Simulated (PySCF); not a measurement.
C2H5F2NSi, SMILES F[SiH](/N=C/C)F.

Geometry optimised at r2SCAN-D4/def2-SVP. The structure was generated by enumeration; whether it is a known compound was not checked. Other conformers were not sampled.

All values below come from PBE/def2-TZVP (PySCF).

Isolated molecule, no solvent.

```
Item                                                                                                           Result
---------------------------------------------------------------------------------------------  ----------------------
total energy                                                                                       -622.93745 hartree
highest occupied level                                                                                       -6.23 eV
lowest empty level                                                                                           -2.32 eV
orbital gap                                                                                                   3.92 eV
dipole moment                                                                                                  2.89 D
quadrupole, principal values (traceless, Buckingham form, about the centre of nuclear charge)  -6.08, -2.18, 8.26 D·Å
mean static polarisability                                                                       57.4 bohr³ (8.51 Å³)
polarisability, principal values                                                               43.9, 50.4, 77.9 bohr³
```
